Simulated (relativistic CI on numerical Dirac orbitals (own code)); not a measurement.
## Transition arrays of Te7+

Computed by Dirac-Coulomb-Breit CI, KLI orbitals optimised for each configuration, model QED (radiative potential, 1s self-energy scaled to tabulated hydrogen-like ionisation energies), valence Slater integrals scaled by 0.9, whole transition arrays (own radial code, finite nucleus).

Configuration list (outside the closed core [Ar] 3d10 4s2): 4p6 4d9, 4p6 4d8 4f, 4p5 4d10, 4p6 4d8 5p, 4p6 4d8 5f. Levels of other configurations are missing.

All E1 lines from the levels of 4p6 4d9; mean and standard deviation are weighted by gf, and upper levels are sorted by their leading configuration.

```
Upper configuration  Lines   Σgf  Mean (eV)  Mean (nm)  σ (eV)  Strongest line (nm)
         4p6 4d8 4f     83  71.8      88.98     13.935    2.13               13.924
           4p5 4d10      1   3.5      94.75     13.085    0.00               13.085
         4p6 4d8 5p     60  10.8      61.20     20.260    1.34               20.205
         4p6 4d8 5f     81  50.5     109.45     11.327    1.78               11.328
```

Σgf per state of the lower configuration in bins of 0.5 nm over the central range (centre: value): 11.25: 4.78, 11.75: 0.09, 12.25: 0.18, 13.25: 1.14, 13.75: 3.93, 14.25: 2.31, 15.75: 0.08, 19.75: 0.21, 20.25: 0.50.

Problem. How do configuration mixing and the scaling of the Slater integrals move the arrays?

Solution. Slater scale 0.9, no configuration mixing: 4p6 4d8 4f 92.1 ± 2.2 eV (Σgf 109.0), 4p5 4d10 84.2 ± 4.1 eV (Σgf 5.8), 4p6 4d8 5p 61.2 ± 1.3 eV (Σgf 12.2), 4p6 4d8 5f 105.4 ± 1.6 eV (Σgf 3.0); Slater scale 1: 4p6 4d8 4f 90.5 ± 2.2 eV (Σgf 68.8), 4p6 4d8 5p 61.3 ± 1.4 eV (Σgf 10.7), 4p6 4d8 5f 109.4 ± 3.8 eV (Σgf 59.7); Slater scale 0.8: 4p6 4d8 4f 87.4 ± 2.1 eV (Σgf 74.2), 4p5 4d10 93.9 ± 0.0 eV (Σgf 3.7), 4p6 4d8 5p 61.1 ± 1.2 eV (Σgf 10.8), 4p6 4d8 5f 108.8 ± 1.6 eV (Σgf 45.2). With mixing, levels are counted to their leading configuration, so an array can shrink or vanish into another, and the sums then hold other lines.
